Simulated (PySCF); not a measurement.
## NMR parameters of SiMe2(nBu)2

SiMe2(nBu)2, C10H24Si, point group C2.

Geometry:
```json
{"atom": "Si1", "x (Å)": "0.594", "y (Å)": "0.008", "z (Å)": "0.426"}
{"atom": "C2", "x (Å)": "0.598", "y (Å)": "-0.070", "z (Å)": "2.311"}
{"atom": "H3", "x (Å)": "-0.429", "y (Å)": "-0.099", "z (Å)": "2.709"}
{"atom": "H4", "x (Å)": "1.102", "y (Å)": "0.809", "z (Å)": "2.741"}
{"atom": "H5", "x (Å)": "1.126", "y (Å)": "-0.965", "z (Å)": "2.675"}
{"atom": "C6", "x (Å)": "2.371", "y (Å)": "0.113", "z (Å)": "-0.196"}
{"atom": "H7", "x (Å)": "2.403", "y (Å)": "0.125", "z (Å)": "-1.298"}
{"atom": "H8", "x (Å)": "2.967", "y (Å)": "-0.747", "z (Å)": "0.149"}
{"atom": "H9", "x (Å)": "2.870", "y (Å)": "1.026", "z (Å)": "0.165"}
{"atom": "C10", "x (Å)": "-0.381", "y (Å)": "1.524", "z (Å)": "-0.146"}
{"atom": "C11", "x (Å)": "0.129", "y (Å)": "2.866", "z (Å)": "0.375"}
{"atom": "C12", "x (Å)": "-0.623", "y (Å)": "4.088", "z (Å)": "-0.152"}
{"atom": "C13", "x (Å)": "-2.088", "y (Å)": "4.147", "z (Å)": "0.251"}
{"atom": "H14", "x (Å)": "-0.381", "y (Å)": "1.527", "z (Å)": "-1.253"}
{"atom": "H15", "x (Å)": "-1.434", "y (Å)": "1.367", "z (Å)": "0.149"}
{"atom": "H16", "x (Å)": "0.090", "y (Å)": "2.873", "z (Å)": "1.480"}
{"atom": "H17", "x (Å)": "1.197", "y (Å)": "2.976", "z (Å)": "0.117"}
{"atom": "H18", "x (Å)": "-0.112", "y (Å)": "4.998", "z (Å)": "0.207"}
{"atom": "H19", "x (Å)": "-0.541", "y (Å)": "4.111", "z (Å)": "-1.254"}
{"atom": "H20", "x (Å)": "-2.573", "y (Å)": "5.059", "z (Å)": "-0.129"}
{"atom": "H21", "x (Å)": "-2.655", "y (Å)": "3.288", "z (Å)": "-0.140"}
{"atom": "H22", "x (Å)": "-2.200", "y (Å)": "4.143", "z (Å)": "1.348"}
{"atom": "C23", "x (Å)": "-0.239", "y (Å)": "-1.533", "z (Å)": "-0.286"}
{"atom": "C24", "x (Å)": "0.454", "y (Å)": "-2.856", "z (Å)": "0.038"}
{"atom": "C25", "x (Å)": "-0.264", "y (Å)": "-4.102", "z (Å)": "-0.480"}
{"atom": "C26", "x (Å)": "-0.374", "y (Å)": "-4.181", "z (Å)": "-1.995"}
{"atom": "H27", "x (Å)": "-1.281", "y (Å)": "-1.555", "z (Å)": "0.084"}
{"atom": "H28", "x (Å)": "-0.314", "y (Å)": "-1.391", "z (Å)": "-1.379"}
{"atom": "H29", "x (Å)": "1.482", "y (Å)": "-2.843", "z (Å)": "-0.368"}
{"atom": "H30", "x (Å)": "0.570", "y (Å)": "-2.950", "z (Å)": "1.132"}
{"atom": "H31", "x (Å)": "0.268", "y (Å)": "-4.995", "z (Å)": "-0.109"}
{"atom": "H32", "x (Å)": "-1.274", "y (Å)": "-4.145", "z (Å)": "-0.033"}
{"atom": "H33", "x (Å)": "-0.866", "y (Å)": "-5.113", "z (Å)": "-2.314"}
{"atom": "H34", "x (Å)": "-0.959", "y (Å)": "-3.345", "z (Å)": "-2.408"}
{"atom": "H35", "x (Å)": "0.622", "y (Å)": "-4.152", "z (Å)": "-2.468"}
```

GIAO calculations in PySCF on the PBE0-D3(BJ)/def2-SVP structure: isolated species, non-relativistic, equivalent atoms averaged; basis pcSseg-1.

(1) Give the isotropic shieldings (ppm) with PBE0, wB97X-D.

(2) And the chemical shifts, against references computed in the same way?

(3) Which part of the shielding of Si1 depends on the functional?

## Answers

(1) 
```json
{"atoms": "Si1", "environment": "silicon bonded to 4 C", "PBE0": "348.6", "wB97X-D": "348.5"}
{"atoms": "C12/C25", "environment": "carbon bonded to 2 C, 2 H", "PBE0": "156.6", "wB97X-D": "157.4"}
{"atoms": "C11/C24", "environment": "carbon bonded to 2 C, 2 H", "PBE0": "157.7", "wB97X-D": "158.5"}
{"atoms": "C10/C23", "environment": "carbon bonded to C, Si, 2 H", "PBE0": "169.6", "wB97X-D": "170.4"}
{"atoms": "C13/C26", "environment": "carbon bonded to C, 3 H", "PBE0": "171.0", "wB97X-D": "170.9"}
{"atoms": "C2/C6", "environment": "carbon bonded to Si, 3 H", "PBE0": "189.6", "wB97X-D": "189.5"}
{"atoms": "H18/H19/H31/H32", "environment": "hydrogen on a carbon bonded to 2 C", "PBE0": "29.96", "wB97X-D": "30.12"}
{"atoms": "H16/H17/H29/H30", "environment": "hydrogen on a carbon bonded to 2 C", "PBE0": "30.08", "wB97X-D": "30.24"}
{"atoms": "H20/H21/H22/H33/H34/H35", "environment": "hydrogen on a carbon bonded to C", "PBE0": "30.34", "wB97X-D": "30.45"}
{"atoms": "H14/H15/H27/H28", "environment": "hydrogen on a carbon bonded to C, Si", "PBE0": "31.00", "wB97X-D": "31.17"}
{"atoms": "H3/H4/H5/H7/H8/H9", "environment": "hydrogen on a carbon bonded to Si", "PBE0": "31.28", "wB97X-D": "31.39"}
{"atoms": "HOMO–LUMO gap (eV)", "environment": "–", "PBE0": "8.76", "wB97X-D": "12.38"}
```

(2) 
```json
{"atoms": "Si1", "nucleus, reference": "29Si, TMS", "PBE0": "3.4", "wB97X-D": "4.4"}
{"atoms": "C12/C25", "nucleus, reference": "13C, TMS", "PBE0": "27.8", "wB97X-D": "27.2"}
{"atoms": "C11/C24", "nucleus, reference": "13C, TMS", "PBE0": "26.7", "wB97X-D": "26.1"}
{"atoms": "C10/C23", "nucleus, reference": "13C, TMS", "PBE0": "14.8", "wB97X-D": "14.2"}
{"atoms": "C13/C26", "nucleus, reference": "13C, TMS", "PBE0": "13.4", "wB97X-D": "13.6"}
{"atoms": "C2/C6", "nucleus, reference": "13C, TMS", "PBE0": "-5.2", "wB97X-D": "-5.0"}
{"atoms": "H18/H19/H31/H32", "nucleus, reference": "1H, TMS", "PBE0": "1.31", "wB97X-D": "1.26"}
{"atoms": "H16/H17/H29/H30", "nucleus, reference": "1H, TMS", "PBE0": "1.19", "wB97X-D": "1.14"}
{"atoms": "H20/H21/H22/H33/H34/H35", "nucleus, reference": "1H, TMS", "PBE0": "0.93", "wB97X-D": "0.93"}
{"atoms": "H14/H15/H27/H28", "nucleus, reference": "1H, TMS", "PBE0": "0.26", "wB97X-D": "0.21"}
```

(3) Diamagnetic: PBE0 886, wB97X-D 886 ppm; paramagnetic: PBE0 -538, wB97X-D -538 ppm.
